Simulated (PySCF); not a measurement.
An unknown is described by computed data only.

Formula: C6H10OSi2.

| Property | Result |
| --- | --- |
| NMR, other nuclei | isotropic shieldings of nuclei other than C and H, by class: 12 (1 O), 404 (1 Si), 417 (1 Si) ppm [GIAO PBE0/pcSseg-1] |
| XPS | Si2p3/2 106.5, Si2p3/2 106.7, C1s 290.1, C1s 290.2, C1s 290.2, C1s 290.4, C1s 290.9, C1s 291.5, O1s 539.7, Si1s 1846.3, Si1s 1846.4 eV [ΔSCF SCAN, pcX-2 on the ionised atom, pcseg-1 elsewhere, spin-free X2C, 2p3/2 from a spin–orbit splitting computed afterwards within the 2p shell] |
| UV, first state | lowest singlet excitation: 4.84 eV (256 nm, f = 0.004) [TDDFT PBE0/def2-SVPD] |
| Valence photoelectron | vertical ionisation energy: 8.59 eV [ΔSCF PBE0/def2-SVPD] |
| Rotational structure | rotational constants A, B, C: 3.030, 0.453, 0.403 GHz [PBE0-D3(BJ)/def2-SVP] |
| 1H NMR | chemical shifts (computed TMS as zero) by class: 7.72 (1 H), 7.33 (1 H), 7.24 (1 H), 6.87 (1 H), 6.55 (1 H), 4.88 (2 H), 4.29 (3 H) ppm [GIAO PBE0/pcSseg-1] |
| Dipole | 0.97 D [PBE0/def2-SVPD] |
| 13C NMR | chemical shifts (computed TMS as zero) by class: 158.3 (1 C), 157.4 (1 C), 153.0 (1 C), 152.9 (1 C), 130.3 (1 C), 115.6 (1 C) ppm [GIAO PBE0/pcSseg-1] |

Electronic properties: PySCF, gas phase, density fitting. Levels stand in brackets. Geometry: PBE0-D3(BJ)/def2-SVP, one conformer, isolated molecule. NMR values are class means; diastereotopic atoms form classes of their own.

Question: Give a SMILES that accounts for the data.

Answer: Numbering: `[SiH3:1]/[CH:2]=[CH:3]/[SiH2:4][c:5]1[cH:6][cH:7][cH:8][o:9]1`. Its formula, C6H10OSi2, gives 4 degrees of unsaturation: 1 ring and 3 π bonds in the structure found (Kekulé form). 6 carbons fall into 6 classes; from least to most shielded: alkene CH carbon [C2] (158.3 ppm), alkene CH carbon [C3] (157.4 ppm), aromatic CH next to a ring oxygen [C8] (153.0 ppm), substituted aromatic carbon [C5] (152.9 ppm), aromatic CH carbon [C6] (130.3 ppm), aromatic CH carbon [C7] (115.6 ppm). Hydrogen classes from least to most shielded: 1 H on an aromatic CH next to a ring oxygen, C8 (7.72 ppm), 1 H on an alkene CH carbon, C3 (7.33 ppm), 1 H on an alkene CH carbon, C2 (7.24 ppm), 1 H on an aromatic CH carbon, C6 (6.87 ppm), 1 H on an aromatic CH carbon, C7 (6.55 ppm), 2 H on an SiH2 silicon, Si4 (4.88 ppm), 3 H on an SiH3 silicon, Si1 (4.29 ppm). The other shieldings belong to: 12 ppm, furan-type oxygen [O9]; 404 ppm, SiH2 silicon [Si4]; 417 ppm, SiH3 silicon [Si1]. The core levels belong to: Si2p3/2 106.5 eV, SiH2 silicon [Si4]; Si2p3/2 106.7 eV, SiH3 silicon [Si1]; C1s 290.1 eV, alkene CH carbon [C3]; C1s 290.2 eV, alkene CH carbon [C2]; C1s 290.2 eV, aromatic CH carbon [C6]; C1s 290.4 eV, aromatic CH carbon [C7]; C1s 290.9 eV, substituted aromatic carbon [C5]; C1s 291.5 eV, aromatic CH next to a ring oxygen [C8]; O1s 539.7 eV, furan-type oxygen [O9]; Si1s 1846.3 eV, SiH2 silicon [Si4]; Si1s 1846.4 eV, SiH3 silicon [Si1]. S1 is mainly HOMO→LUMO (weight 0.99); the largest Löwdin shares of the orbital it empties are 0.27 on the substituted aromatic carbon, 0.26 on the aromatic CH next to a ring oxygen and 0.14 on each of 2 atoms of one kind (aromatic CH carbon), of the orbital it fills 0.33 on an alkene CH carbon, 0.32 on an alkene CH carbon, 0.09 on the SiH3 silicon and 0.08 on the SiH2 silicon. The optimised geometry has point group C1 and is an asymmetric top. Structure: `[SiH3]/C=C/[SiH2]c1ccco1`. Computed isomers that give other values at the same levels: `C#C[C@@H]1C=CC[Si@H]1O[SiH3]` (13C chemical shifts (computed TMS as zero) by class: 141.6 (1 C), 140.3 (1 C), 83.2 (1 C), 74.1 (1 C), 22.6 (1 C), 18.6 (1 C) ppm); `C#C[C@@H]1C=CC[Si@@H]1O[SiH3]` (13C chemical shifts (computed TMS as zero) by class: 141.4 (1 C), 139.7 (1 C), 86.6 (1 C), 76.9 (1 C), 24.3 (1 C), 21.9 (1 C) ppm); `CC#C[SiH2]C#C[SiH2]OC` (13C chemical shifts (computed TMS as zero) by class: 116.1 (1 C), 115.4 (1 C), 114.7 (1 C), 77.6 (1 C), 53.0 (1 C), 6.0 (1 C) ppm). The assignments are read from this structure; whether some other isomer fits the data as well wasn't checked.

Shape of the structure used: `[SiH3:1]/[CH:2]=[CH:3]/[SiH2:4][c:5]1[cH:6][cH:7][cH:8][o:9]1`: C2–C3–Si4–C5 115°, C3–Si4–C5–C6 -14°.
